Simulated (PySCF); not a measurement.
## PBE0 on Pb⁺ (lead, charge +1)

Configuration: [Xe] 4f14 5d10 6s1 6p2, high-spin 4P determinant (an excited configuration). All numbers are calculated (PySCF 2.14, a scalar-relativistic core potential, in aug-cc-pwCVTZ-PP with ECP60MDF (8s7p6d4f1g, 96 functions)).

| Property | Result |
| --- | --- |
| Total energy | -192.2967 hartree |
| One-electron energy | -328.3748 hartree |
| Hartree (Coulomb) energy | 151.8776 hartree |
| Exchange-correlation energy | -15.7994 hartree |
| ⟨S²⟩ | 3.7525 |
| ⟨L²⟩ | 2.009 |
| Sum of ⟨r⟩ | 28.92 bohr |
| Sum of ⟨r²⟩ | 52.42 bohr² |
| Traceless quadrupole moment −½Σ⟨3z² − r²⟩ along its main axis | 3.77 e·bohr² |

| shell | electrons | mean orbital energy (eV) | spread (eV) | rms radius, mean of both spins (bohr) |
| --- | --- | --- | --- | --- |
| 5s α | 1 | -160.41 | 0 | 0.918 |
| 5s β | 1 | -160.06 | 0 | 0.918 |
| 5p α | 3 | -101.16 | 0.296 | 1.05 |
| 5p β | 3 | -100.89 | 0.456 | 1.05 |
| 5d α | 5 | -32.922 | 0.364 | 1.40 |
| 5d β | 5 | -32.283 | 0.615 | 1.40 |
| 6s α | 1 | -22.585 | 0 | 2.38 |
| 6p α | 2 | -12.469 | 0 | 3.08 |

Energies and moments cover only the electrons outside the core potential. Spin-orbit coupling is strong in this species (close to jj coupling), so the high-spin LS determinant is a model state, not a physical level.
